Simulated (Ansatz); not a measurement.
**Question.** Name a neutral molecule of F, Nb, O and H with HOMO–LUMO gap (PBE/def2-TZVPP) between 5.70 and 6.00 eV and LUMO energy (B3LYP/def2-TZVPP) between -2.05 and -1.75 eV (Ansatz, PBE0-D4/def2-TZVP geometry).

**Answer.** `[O]=[Nb]([OH])([F])[F]` (5.97 eV, -1.98 eV). Other molecules can fit too; these were computed, each in one conformer that needn't be the lowest.

B3LYP here is the variant with VWN-RPA as its local correlation; programs differ in this.
